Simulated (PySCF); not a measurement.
# Nuclear quadrupole coupling in `C=CCC(=C)[Si@@]1(P)CCO1`

Compound: C7H13OPSi.
Geometry (GFN2-xTB, Å), atoms numbered from 1 in this order:
```xyz
23
C7H13OPSi angstrom
C      2.302    1.379    0.450
C      2.323    0.200   -0.142
C      1.761   -1.048    0.467
C      0.398   -1.304   -0.114
C      0.120   -2.372   -0.848
Si    -0.884    0.025    0.290
P     -0.747    0.658    2.450
C     -1.203    1.418   -0.982
C     -2.541    0.711   -1.171
O     -2.423   -0.357   -0.233
H      1.899    1.502    1.443
H      2.689    2.264   -0.025
H      2.721    0.089   -1.142
H      1.662   -0.908    1.547
H      2.420   -1.898    0.277
H     -0.866   -2.535   -1.249
H      0.861   -3.127   -1.067
H     -0.431   -0.615    2.891
H     -2.092    0.475    2.715
H     -0.587    1.434   -1.873
H     -1.297    2.427   -0.595
H     -2.682    0.291   -2.168
H     -3.408    1.317   -0.907
```

Field gradients from the PBE0/pcSseg-1 density (PySCF, non-relativistic), principal values in atomic units, ordered |Vxx| ≤ |Vyy| ≤ |Vzz|:

| atom | Vxx | Vyy | Vzz |
| --- | --- | --- | --- |
| O10 | -0.5288 | -1.0951 | 1.6239 |

Q: Find the asymmetry η = (Vxx − Vyy)/Vzz and the couplings χ = eQV/h (234.96 MHz × Q in barn × V in au), with Q(17O) = −0.0256 b.

A: 
```json
{"atom": "O10", "environment": "silyl ether oxygen", "nucleus": "17O", "η": "0.35", "χzz (MHz)": "-9.77", "χxx (MHz)": "3.18", "χyy (MHz)": "6.59"}
```

Q: What is Vzz at O10 in SI units (1 au = 9.71736 × 10²¹ V/m²)?

A: 1.6239 au = 15.780 × 10²¹ V/m².

Q: What couplings would deuterons (Q(2H) = 0.00286 b) have in place of the hydrogens, at this geometry?

A: 
```
atom  bonded to  bond length (Å)  Vzz (au)     η  χzz (kHz)
 H11         C1            1.079    0.3271  0.06        220
 H12         C1            1.076    0.3388  0.05        228
 H13         C2            1.082    0.3244  0.05        218
 H14         C3            1.094    0.2985  0.01        201
 H15         C3            1.092    0.3032  0.01        204
 H16         C5            1.077    0.3335  0.04        224
 H17         C5            1.080    0.3307  0.04        222
 H18         P7            1.383    0.2155  0.08        145
 H19         P7            1.383    0.2155  0.07        145
 H20         C8            1.084    0.3289  0.05        221
 H21         C8            1.084    0.3274  0.05        220
 H22         C9            1.091    0.3011  0.04        202
 H23         C9            1.091    0.3010  0.04        202
```

One conformer (not necessarily the lowest) at the GFN2-xTB geometry, without solvent, vibrations or thermal averaging. GFN2-xTB bond lengths can be off by several hundredths of an ångström, more for odd bonds, and the gradients follow them. With so small a basis the couplings can be 20 % off.

These values come from a run that also computed NMR shieldings. Time: 85 s wall; peak memory 1.2 GiB. Hardware: one thread, Intel Xeon Platinum 8259CL at 2.50 GHz (x86_64), no GPU (shared host).
